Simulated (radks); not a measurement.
Spherical quantum dot in the effective-mass picture: electrons in a parabolic well V = omega^2 r^2 / 2 with omega = 0.536, all in effective atomic units (hartree* = m*/eps^2 hartree, bohr* = eps/m* bohr), one dielectric constant everywhere. Calculated with a radial shooting solver with Libxc functionals: non-relativistic Kohn-Sham, exchange-only LDA, spin-polarised, spherical densities. Levels are named by radial order and angular momentum (1s, 1p, 1d, 2s, ...), and open shells are averaged over m.

N = 13, configuration 1s2 1p6 1d(up 5, down 0). This is the lowest configuration that the search found. Occupied and some empty levels:

level    occupation  eigenvalue (hartree*)  <r> (bohr*)
1s up             1                 5.0843        2.318
1s down           1                 5.1471        2.211
1p up             3                 5.3249        2.835
1p down           3                 5.4106        2.791
1d up             5                 5.6094        3.202
2s up             0                 5.7005        2.734
1d down           0                 5.7038        3.196
2s down           0                 5.7583        2.783
1f up             0                 5.9298        3.499
1f down           0                 6.0253        3.514
2p up             0                 6.0551        3.114
2p down           0                 6.1166        3.131

Energy (hartree*): total 45.2796, kinetic 5.4689, external 16.916, Hartree 26.361, exchange-correlation -3.4666.
